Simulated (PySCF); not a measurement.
FH3OS2Si.

```xyz
8

O     -0.2914    -0.7264     1.7209
Si    -0.2758    -0.1362     0.1634
F     -1.7673    -0.3334    -0.4783
S      1.2356    -1.2445    -0.8471
S      0.0591     1.9650    -0.0574
H     -1.0012    -0.3666     2.2842
H      1.0667    -2.3185    -0.0228
H      1.3173     1.8766     0.4595
```
Charge 0, spin multiplicity 1.

Geometry optimised at PBE-D3(BJ)/def2-SVP. This is a generated structure with no PubChem entry under its InChIKey; it may be hypothetical. Other conformers were not sampled.

Level of theory: PBE/pcSseg-1 in PySCF. Non-relativistic, no solvent.

Computed absolute GIAO shielding of each atom: isotropic value and principal components (ppm):
| atom | σ(iso) | σ11 | σ22 | σ33 | span |
|---|---|---|---|---|---|
| O1 | 222.2 | 189.1 | 205.7 | 271.8 | 82.7 |
| Si2 | 323.4 | 295.0 | 304.9 | 370.4 | 75.4 |
| F3 | 261.2 | 207.1 | 241.7 | 334.8 | 127.7 |
| S4 | 647.9 | 513.9 | 607.3 | 822.4 | 308.5 |
| S5 | 629.4 | 545.7 | 590.0 | 752.4 | 206.6 |
| H6 | 28.6 | 21.7 | 23.2 | 40.8 | 19.1 |
| H7 | 29.3 | 21.6 | 26.7 | 39.5 | 17.9 |
| H8 | 30.0 | 22.6 | 28.1 | 39.3 | 16.7 |
